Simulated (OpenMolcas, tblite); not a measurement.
## C2H6AlF (SMILES [CH3][Al]([CH3])[F]): the dipole moment, rung by rung

C2H6AlF has 10 atoms, charge 0, and is taken as a singlet. SMILES: `[CH3][Al]([CH3])[F]`. The shape is that of a PBE0-D4/def2-TZVP optimisation.

Each level gives the dipole moment (D). The values are calculated.

```csv
level,kind,program,value (D),CPU time
GFN2-xTB,semi-empirical,tblite,2.57,under 2 s
GFN1-xTB,semi-empirical,tblite,3.09,under 2 s
HF/def2-SVP,Hartree–Fock,OpenMolcas,1.98,6.6 s
SVWN5/def2-SVP,LDA,OpenMolcas,1.84,23 s
PBE/def2-SVP,GGA,OpenMolcas,1.75,31 s
M06-L/def2-SVP,meta-GGA,OpenMolcas,1.82,40 s
M06-2X/def2-SVP,hybrid meta-GGA,OpenMolcas,1.88,41 s
```

The values span 1.75 to 3.09 D. Magnitudes only. Times are those of the runs behind each value, whatever else they computed, on shared processors of several kinds: orders of magnitude only.
